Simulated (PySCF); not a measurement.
## How methods differ on the ionisation energy of Ti

Ti [Ar] 3d2 4s2 (3F) → Ti+ [Ar] 3d2 4s1 (4F), as a difference of total energies. All numbers are calculated (PySCF 2.14, the non-relativistic Hamiltonian (point nucleus), in aug-cc-pwCVTZ (10s9p7d4f3g, 127 functions)). Correlated levels: valence: [Ar] frozen; valence and next inner shell: [Ne] frozen; nothing frozen. The calculations carry no spin-orbit coupling.

```csv
method,ionisation energy (eV)
UHF,5.524
LDA,6.874
PBE,6.640
PBE0,6.524
r2SCAN,6.364
wB97X-V,6.583
wB97M-V,6.769
BP86,6.804
SCS-MP2 (valence),6.525
MP2 (valence and next inner shell),6.552
MP2 (all electrons),6.554
SCS-MP2 (all electrons),6.650
```

Question: Estimate what SCS-MP2 (valence and next inner shell) gives.

Answer: 6.648 eV, closest to SCS-MP2 (all electrons) among the rows shown.

Question: Estimate what MP2 (valence) gives.

Answer: 6.347 eV, closest to r2SCAN among the rows shown.

These non-relativistic numbers lack the scalar-relativistic shift.

Errors of the correlated levels include the incompleteness of this basis and the frozen core.

MP2 underrates the near-degeneracy of ns² with np² in the lower species.

For comparison: 6.828 eV (measured; NIST levels, between the centres of gravity of the two terms).
